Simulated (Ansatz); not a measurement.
`[SiH3][N]([SiH3])[AlH][Cl]` + `CCCCl` → `[CH3][AlH][N]([SiH3])[SiH3]` + `ClCCCl`  (formal exchange of groups at the Al–Cl bond)

Isolated molecules relaxed with PBE0-D4/def2-TZVP in Ansatz; ΔE leaves out vibrations. CCSD(T)/CBS adds triple-zeta CCSD(T) − MP2 to the extrapolated MP2 energy (def2 sets, frozen cores). This one scheme is used for every species. DFT in def2-TZVPP. B3LYP here is the variant with VWN-RPA as its local correlation; programs differ in this. Each species was taken in one conformer, which may not be the lowest.

```tsv
level	ΔE (kJ/mol)	difference from CCSD(T)/CBS
PBE-D4	176.5	-12.3
r2SCAN-D4	186.8	-2.0
PBE0-D4	184.4	-4.4
B3LYP-D4	184.5	-4.3
ωB97X-V	187.1	-1.7
ωB97M-V	186.2	-2.6
B2PLYP	187.2	-1.6
PBE	175.8	-13.0
r2SCAN	186.8	-2.0
PBE0	183.8	-5.0
B3LYP	183.3	-5.5
HF/def2-TZVPP	200.8	12.0
MP2/def2-TZVPP	192.2	3.4
SCS-MP2/def2-TZVPP	190.7	1.9
CCSD/def2-TZVPP	190.9	2.1
CCSD(T)/def2-TZVPP	188.3	-0.5
HF/def2-QZVPP	200.5	11.7
MP2/def2-QZVPP	192.4	3.6
SCS-MP2/def2-QZVPP	191.2	2.4
HF/CBS(def2)	200.5	11.7
MP2/CBS(def2)	192.7	3.9
CCSD/CBS(def2)	191.4	2.6
CCSD(T)/CBS	188.8	0
```

Largest T1 diagnostic among the species: 0.011.

In def2-TZVPP, CCSD(T) changes the Hartree–Fock value by −12.5 kJ/mol (the triples alone add −2.6 kJ/mol) and MP2 by −8.6 kJ/mol. From PBE to PBE0 (25 % exact exchange), in def2-TZVPP and without D4, ΔE moves by +8.0 kJ/mol.
